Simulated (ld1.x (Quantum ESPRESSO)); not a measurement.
The numbers below are computed, except where a source is named.
**Potentials for Ru (Z = 44) compared**

Generated with ld1.x 7.5 (TM, RRKJ, ultrasoft, PAW), atompaw 4.2 or ONCVPSP 4.0.1. The cutoff is in Ry: for ld1.x and atompaw files where the sum of valence levels is converged to 10 mRy in a Bessel basis, for ONCV files where the hardest occupied wave has 1 mHa per electron of residual kinetic energy. The error is the largest all-electron minus pseudo excitation energy over each file’s own four to seven test configurations (ionisations up to +4, promotions, holes and added fractions of an electron), all of which were solved. The labels leave out finer settings (local radius, basis sizes, second energies), which also bear on the numbers. Spin-polarised tests are not counted. The rows are a selection from randomly drawn settings: files with unsolved tests, undetermined cutoffs or missed reference levels are left out.

A true bound ghost makes a file unfit for plane-wave use even where its test errors are small: the radial tests pick states by their node count and pass the ghost by.

| potential | cutoff (Ry) | largest error (meV) | bound ghosts |
| --- | --- | --- | --- |
| TM semilocal, revPBE, scalar-relativistic, rc 2.05/3.85/1.45 (spd), local p, core correction yes, reference 4d6 5s2 5p0 | 55 | -632 | none |
| RRKJ, PBEsol, scalar-relativistic, rc 2.15/3.15/1.80 (spd), local s, core correction yes, reference 4d7 5s1 5p0 | 45 | -1770 | none |
| RRKJ, PW91, scalar-relativistic, rc 1.80/1.30/1.55 (spd), local p, core correction no, reference 4s2 4p6 4d5 5s0 5p0 | 80 | +2019 | none |
| TM, revPBE, fully relativistic, rc 1.95/2.05/1.70 (spd), local p, core correction no, reference 4d5 5s0 5p0 | 50 | -768 | s |

Q: Fill in the row for Ru: TM, LDA (PZ), scalar-relativistic, rc 1.90/4.00/2.10 (spd), local s, core correction no, reference 4d7 5s0.75 5p0.

A: cutoff 45 Ry, largest error -55 meV, bound ghosts: none.

Q: Fill in the row for Ru: TM semilocal, PBE, scalar-relativistic, rc 2.50/3.15/1.75/2.40 (spdf), local p, core correction no, reference 4d6 5s0 5p0.

A: cutoff 50 Ry, largest error -243 meV, bound ghosts: none.
